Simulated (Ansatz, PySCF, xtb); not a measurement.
Isomers of CH4BFO: 1 is CB(O)F, 2 is COBF; one conformer of each (the lowest of an xTB search), B3LYP-D3(BJ)/def2-TZVP minima.
Isomer 1 (charge 0, multiplicity 1):
```xyz
8

C     -1.0200    -0.0785     0.0024
B      0.5137     0.2072     0.0479
O      1.4338    -0.7421    -0.2533
F      0.9581     1.4311     0.3956
H     -1.4710     0.1109     0.9805
H     -1.5129     0.6026    -0.6968
H     -1.2454    -1.1024    -0.2920
H      2.3437    -0.4288    -0.1842
```
Isomer 2 (charge 0, multiplicity 1):
```xyz
8

C     -1.00319     0.41487     0.02307
O      0.30333     0.38737    -0.55743
B      1.28234    -0.42737    -0.14005
F      1.08991    -1.28508     0.87021
H     -1.18847     1.42011     0.40017
H     -1.09938    -0.30531     0.83494
H     -1.72842     0.18729    -0.75746
H      2.34388    -0.39187    -0.67345
```

No zero-point or thermal terms.

Rows in 6-31G* carry no dispersion term and start afresh at each structure (6-31G* with six Cartesian d functions).

Programs: Ansatz (Gaussian orbitals); PySCF for 6-31G* rows; xtb for the GFN methods. Each number belongs to the level named beside it.

Question: One of these levels gives 1.017 eV for the electronic energy of isomer 2 less that of isomer 1. Which?
A. GFN1-xTB
B. r2SCAN/def2-TZVPP
C. HF/6-31G*

Answer: A, GFN1-xTB. The others give 0.803 (HF/6-31G*), 1.116 (r2SCAN/def2-TZVPP)

Ansatz is a first-principles code.
